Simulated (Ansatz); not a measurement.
Basis-set extrapolation for `C[SiH]1[NH][AlH]1` (PBE0-D4/def2-TZVP geometry, frozen core, the Gaussian-basis code of Ansatz). Multiplicity 1, RHF reference.

```
                      def2-TZVPP   def2-QZVPP
                 HF  -626.725755  -626.746467
    MP2 correlation    -0.584602    -0.625074
CCSD(T) correlation    -0.651899      not run
```

Energies in hartree. Use E(X) = E(∞) + A·exp(−7.88·√X) for Hartree–Fock and E(X) = E(∞) + B·X^(−2.97) for correlation, with X = 3 and 4, and add CCSD(T) minus MP2 of the smaller set to the MP2 limit.

Problem. What is the CCSD(T) energy at the basis-set limit?

Solution. HF limit: -626.746467 + (-0.020712) × 0.13774 = -626.74932. MP2 limit: -0.625074 + (-0.040472) × 0.74074 = -0.65505. Higher-order term: -0.651899 − (-0.584602) = -0.06730. Total: -627.47167 hartree, 246.8 kJ/mol below CCSD(T)/def2-TZVPP.
